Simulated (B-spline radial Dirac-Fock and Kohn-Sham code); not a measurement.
Br²¹⁺: scattering cross sections and density moments

System: bromine as Br²¹⁺, configuration [Ne] 3s2 3p2.

Level of theory: Dirac-Fock orbitals of the configuration average with a finite nucleus; a B-spline atomic structure program.

```
Sum of ⟨r⟩                          : 3.301 bohr
Sum of ⟨r²⟩                         : 1.276 bohr²
Sum of ⟨1/r⟩                        : 146.71 per bohr
Langevin diamagnetic susceptibility : -1.01 × 10⁻⁶ cm³/mol
Lamb shielding (α²/3)Σ⟨1/r⟩         : 2604 ppm
```

Coherent scattering is the Thomson cross section weighted by f₀², without anomalous dispersion; incoherent scattering is Klein-Nishina weighted by S. The Lamb formula is the non-relativistic shielding expression. Electron correlation is left out. A dash stands where the photon energy is too low for the impulse approximation behind that column.

| hν (keV) | coherent (b) | incoherent (b) | incoherent per electron (b) |
| --- | --- | --- | --- |
| 1 | 129.8 | – | – |
| 2 | 128.2 | – | – |
| 8.0478 | 102.1 | 1.256 | 0.0897 |
| 17.4793 | 60.81 | 2.949 | 0.211 |
| 20 | 53.67 | 3.271 | 0.234 |
| 30 | 34.57 | 4.257 | 0.304 |
| 50 | 16.80 | 5.302 | 0.379 |
| 500 | 0.2791 | 3.972 | 0.284 |

Incoherent scattering overtakes coherent scattering between 50 and 500 keV.

Values without a named source are computed, but for edge energies of neutral atoms, which are taken from tables.
